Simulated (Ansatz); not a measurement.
Input file for Ansatz (an electronic-structure program): R-CAM-B3LYP/def2-TZVPPD on Br2ClH (a complex). Files ending in .json are basis or fitting sets from the Basis Set Exchange.

Ansatz 0.2 input:
```yaml
crystal:
  periodic: [false, false, false]
  atoms:
    - {symbol: Cl, position_ang: [-0.08714203, -0.25780912, 0.07877277]}
    - {symbol: H, position_ang: [0.95875619, 0.48574338, 0.07410081]}
    - {symbol: Br, position_ang: [0.00218653, 0.14323600, 5.62323763]}
    - {symbol: Br, position_ang: [-0.11015381, -0.07750799, 3.30950344]}
basis:
  gaussian:
    orbitals: def2-TZVPPD.json
hamiltonian:
  xc: {name: CAM-B3LYP}
scf: {lower_state_search: off}
```

The head of its log:

```
WARN ansatz: RAYON_NUM_THREADS=2 ignored (pool sized by the plan → 2); use --threads N
Functional definition: CAM-B3LYP
these checks for a lower state are left out or cut short: stability, starts, cluster_reference, orbital_swaps, neighbouring_geometries, increment
integrals: 0.16 GiB planned
1305 factors; their error is unknown
integrals: 0.19 GiB planned
256 factors; integrals over basis functions are off by at most 1.6e-4 eV
mean field: 1.31 GiB planned
mean field evaluation 1: about -152638.2995 eV, gradient 1.5e1 eV
mean field evaluation 2: about -152638.5561 eV, gradient 1.1e1 eV
```

Problem. Give the final energy of this run.

Solution. -5609.3889 hartree.
